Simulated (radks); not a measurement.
Results of a calculation; reference values are marked as such.
Species: Sb14+. Configuration: [Kr] 4d1. Level of theory: scalar-relativistic Kohn-Sham, BLYP, spin-polarised, spherical densities, finite nucleus; open shells are filled with parallel spins first (spin-orbit coupling, left out, can overturn this in heavy ions); Fermi nuclear charge, rms radius 4.6802 fm (a radial shooting solver on a logarithmic mesh with Libxc functionals). Some entries of the table are withheld. Estimate them.

orbital  occ.  eigenvalue (hartree)  <r^2> (bohr^2)
1s up       1             -1125.751        0.001094
1s down     1             -1125.751        0.001094
2s up       1             -181.4939         0.01771
2s down     1             -181.4771         0.01771
2p up       3             -164.1924         0.01399
2p down     3             -164.1795         0.01399
3s up       1             -44.77597          0.1238
3s down     1             -44.76736          0.1237
3p up       3             -39.13640          0.1239
3p down     3             -39.12659          0.1238
3d up       5             -30.58434          0.1082
3d down     5             -30.56944          0.1082
4s up       1                   (1)          0.6105
4s down     1                   (2)          0.6101
4p up       3                   (3)          0.6706
4p down     3                   (4)          0.6706
4d up       1             -11.20350             (5)
4d down     0             -11.13978             (6)

Answer. 
(1) 4s up eigenvalue (hartree): -15.93231
(2) 4s down eigenvalue (hartree): -15.86851
(3) 4p up eigenvalue (hartree): -14.04375
(4) 4p down eigenvalue (hartree): -13.97933
(5) 4d up <r^2> (bohr^2): 0.7734
(6) 4d down <r^2> (bohr^2): 0.7744
